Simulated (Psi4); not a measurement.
H3As, triplet, at the geometry of the source list (a higher spin typed on purpose: for a closed-shell molecule this is an excited state), atoms displaced at random by about 0.03 Å a coordinate; PBE0/6-31G, gradient (Psi4).

Here is a job for Psi4.
```
memory 2 GB

molecule mol {
0 3
As    0.012395   -0.034243    0.686804
H    -0.665449   -0.995405   -0.246199
H    -0.521902    1.143653   -0.219030
H     1.134504   -0.105038   -0.183720
symmetry c1
no_reorient
no_com
}

set {
  basis 6-31g
  reference uks
}

gradient('pbe0')
print_variables()
```

What the program printed (banner, timings and long lists left out):

```
gradient() will perform analytic gradient computation.

   => Loading Basis Set <=

    Name: 6-31G
    Role: ORBITAL
    Keyword: BASIS

         ---------------------------------------------------------
                                   SCF
               by Justin Turney, Rob Parrish, Andy Simmonett
                          and Daniel G. A. Smith
                              UKS Reference
         ---------------------------------------------------------

  ==> Geometry <==

    Molecular point group: c1
    Full point group: C1

    Geometry (in Angstrom), charge = 0, multiplicity = 3:

       Center              X                  Y                   Z               Mass
    ------------   -----------------  -----------------  -----------------  -----------------
         AS           0.012395000000    -0.034243000000     0.686804000000    74.921594570000
         H           -0.665449000000    -0.995405000000    -0.246199000000     1.007825032230
         H           -0.521902000000     1.143653000000    -0.219030000000     1.007825032230
         H            1.134504000000    -0.105038000000    -0.183720000000     1.007825032230

  Running in c1 symmetry.

  Rotational constants: A =      3.88606  B =      0.44836  C =      0.44453 [cm^-1]
  Rotational constants: A = 116501.03439  B =  13441.58806  C =  13326.73568 [MHz]
  Nuclear repulsion =   35.737213102550527

  Charge       = 0
  Multiplicity = 3
  Electrons    = 36
  Nalpha       = 19
  Nbeta        = 17

  ==> Algorithm <==

  SCF Algorithm Type is DF.
  DIIS enabled.
  MOM disabled.
  Fractional occupation disabled.
  Guess Type is SAD.
  Energy threshold   = 1.00e-08
  Density threshold  = 1.00e-08
  Integral threshold = 1.00e-12

  ==> Primary Basis <==

  Basis Set: 6-31G
    Blend: 6-31G
    Number of shells: 17
    Number of basis functions: 35
    Number of Cartesian functions: 35
    Spherical Harmonics?: false
    Max angular momentum: 2

  ==> DFT Potential <==

   => LibXC <=

    Version 7.1.2
    S. Lehtola, C. Steigemann, M. J. T. Oliveira, and M. A. L. Marques,  SoftwareX 7, 1–5 (2018) (10.1016/j.softx.2017.11.002)

   => Composite Functional: PBE0 <=

    PBE0 Hyb-GGA Exchange-Correlation Functional

    C. Adamo and V. Barone,  J. Chem. Phys. 110, 6158 (1999) (10.1063/1.478522)
    M. Ernzerhof and G. E. Scuseria,  J. Chem. Phys. 110, 5029 (1999) (10.1063/1.478401)

    Deriv               =              1
    GGA                 =           TRUE
    Meta                =          FALSE

    Exchange Hybrid     =           TRUE
    MP2 Hybrid          =          FALSE

   => Exchange Functionals <=

    0.7500   Perdew, Burke & Ernzerhof

   => Exact (HF) Exchange <=

    0.2500               HF

   => Correlation Functionals <=

    1.0000   Perdew, Burke & Ernzerhof

   => LibXC Density Thresholds  <==

    XC_HYB_GGA_XC_PBEH:  1.00E-15

   => Molecular Quadrature <=

    Radial Scheme          =       TREUTLER
    Pruning Scheme         =           NONE
    Nuclear Scheme         =       TREUTLER

    Blocking Scheme        =         OCTREE
    BS radius alpha        =              1
    Pruning alpha          =              1
    Radial Points          =             75
    Spherical Points       =            302
    Total Points           =          87339
    Total Blocks           =            701
    Max Points             =            256
    Max Functions          =             35
    Weights Tolerance      =       1.00E-15

   => Loading Basis Set <=

    Name: (6-31G AUX)
    Role: JKFIT
    Keyword: DF_BASIS_SCF

  ==> Integral Setup <==

  SCF_SUBTYPE=INCORE selected. In-core MEM_DF algorithm will be used.
  Using in-core AOs.

  ==> MemDFJK: Density-Fitted J/K Matrices <==

    J tasked:                   Yes
    K tasked:                   Yes
    wK tasked:                   No
    Algorithm:                 Core
    Schwarz Cutoff:           1E-12
    Mask sparsity (%):       0.0000
    Fitting Condition:        1E-10

[...]
  @DF-UKS Final Energy: -2236.63106601384288
    Total Energy =                      -2236.6310660138428830
[...]

         ------------------------------------------------------------
                                   SCF GRAD
                          Rob Parrish, Justin Turney,
                       Andy Simmonett, and Alex Sokolov
         ------------------------------------------------------------

  ==> Geometry <==

    Molecular point group: c1
    Full point group: C1

    Geometry (in Angstrom), charge = 0, multiplicity = 3:

       Center              X                  Y                   Z               Mass
    ------------   -----------------  -----------------  -----------------  -----------------
         AS           0.012395000000    -0.034243000000     0.686804000000    74.921594570000
         H           -0.665449000000    -0.995405000000    -0.246199000000     1.007825032230
         H           -0.521902000000     1.143653000000    -0.219030000000     1.007825032230
         H            1.134504000000    -0.105038000000    -0.183720000000     1.007825032230

  Nuclear repulsion =   35.737213102550527

  ==> Basis Set <==

  Basis Set: 6-31G
    Blend: 6-31G
    Number of shells: 17
    Number of basis functions: 35
    Number of Cartesian functions: 35
    Spherical Harmonics?: false
    Max angular momentum: 2

  ==> DFJKGrad: Density-Fitted SCF Gradients <==

    Gradient:                    1
    J tasked:                  Yes
    K tasked:                  Yes
    wK tasked:                  No
    Integrals threads:           1
    Schwarz Cutoff:          1E-12
    Fitting Condition:       1E-10

   => Auxiliary Basis Set <=

  Basis Set: (6-31G AUX)
    Blend: CC-PVDZ-JKFIT
    Number of shells: 74
    Number of basis functions: 284
    Number of Cartesian functions: 284
    Spherical Harmonics?: false
    Max angular momentum: 3

  ==> DFT Potential <==

   => LibXC <=

    Version 7.1.2
    S. Lehtola, C. Steigemann, M. J. T. Oliveira, and M. A. L. Marques,  SoftwareX 7, 1–5 (2018) (10.1016/j.softx.2017.11.002)

   => Composite Functional: PBE0 <=

    PBE0 Hyb-GGA Exchange-Correlation Functional

    C. Adamo and V. Barone,  J. Chem. Phys. 110, 6158 (1999) (10.1063/1.478522)
    M. Ernzerhof and G. E. Scuseria,  J. Chem. Phys. 110, 5029 (1999) (10.1063/1.478401)

    Deriv               =              1
    GGA                 =           TRUE
    Meta                =          FALSE

    Exchange Hybrid     =           TRUE
    MP2 Hybrid          =          FALSE

   => Exchange Functionals <=

    0.7500   Perdew, Burke & Ernzerhof

   => Exact (HF) Exchange <=

    0.2500               HF

   => Correlation Functionals <=

    1.0000   Perdew, Burke & Ernzerhof

   => LibXC Density Thresholds  <==

    XC_HYB_GGA_XC_PBEH:  1.00E-15

   => Molecular Quadrature <=

    Radial Scheme          =       TREUTLER
    Pruning Scheme         =           NONE
    Nuclear Scheme         =       TREUTLER

    Blocking Scheme        =         OCTREE
    BS radius alpha        =              1
    Pruning alpha          =              1
    Radial Points          =             75
    Spherical Points       =            302
    Total Points           =          87339
    Total Blocks           =            701
    Max Points             =            256
    Max Functions          =             35
    Weights Tolerance      =       1.00E-15

  -Total Gradient:
     Atom            X                  Y                   Z
    ------   -----------------  -----------------  -----------------
       1       -0.001346769368     0.052121525916    -0.038830362247
       2        0.019790086933     0.013411175204    -0.006231105437
       3        0.032134391713    -0.063413682770     0.035217764510
       4       -0.050579031671    -0.002119517325     0.009848988574

  Variable Map:
  ----------------------------------------------------------------------------
[...]
  Array Variable Map:
  ----------------------------------------------------------------------------
[...]
[...]
```
